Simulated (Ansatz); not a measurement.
Isolated molecules relaxed with PBE0-D4/def2-TZVP in Ansatz; ΔE leaves out vibrations. CBS: MP2 limit from def2 TZ/QZ plus the TZ coupled-cluster correction, frozen cores. Functionals use def2-TZVPP. B3LYP here is the variant with VWN-RPA as its local correlation; programs differ in this. Elements past krypton have def2 core potentials. For Sb outer-core shells are correlated without core-valence functions, which leaves a few kJ/mol of doubt a bond. Each species was taken in one conformer, which may not be the lowest.

Consider the redistribution: `[F][SbH][AlH2]` + `F[SiH]([SiH3])O[SiH3]` → `[AlH2][SiH]([SiH3])O[SiH3]` + `[F][SbH][F]`.

```tsv
level	ΔE (eV)
revPBE-D4	1.19
PBE-QIDH	1.50
revPBE	1.22
BLYP	1.31
PBE0	1.39
B3LYP	1.41
LC-ωPBE	1.36
HF/def2-TZVPP	1.64
```

(1) What does CCSD(T)/CBS give? (An estimate is asked.)

Largest T1 diagnostic among the species: 0.015.

## Answers

(1) Computed: +1.45 eV. The listed levels differ from it by -0.26, 0.05, -0.23, -0.14, -0.06, -0.04, -0.09, 0.19 eV.

From BLYP to BHLYP (50 % exact exchange), in def2-TZVPP and without D4, ΔE moves by +0.23 eV. Leaving LDA and LC-ωPBE aside and taking each functional with its dispersion term where it has one, the values, not all of them listed here, spread over 0.33 eV, from revPBE-D4 to BHLYP-D4. LDA lies +0.12 eV from PBE without D4. The D4 term adds −0.03 eV with B3LYP and −0.02 eV with PBE0; it sums over pairs of atoms, weighted by their polarisabilities, and B3LYP, whose exchange is more repulsive, gets the larger term.
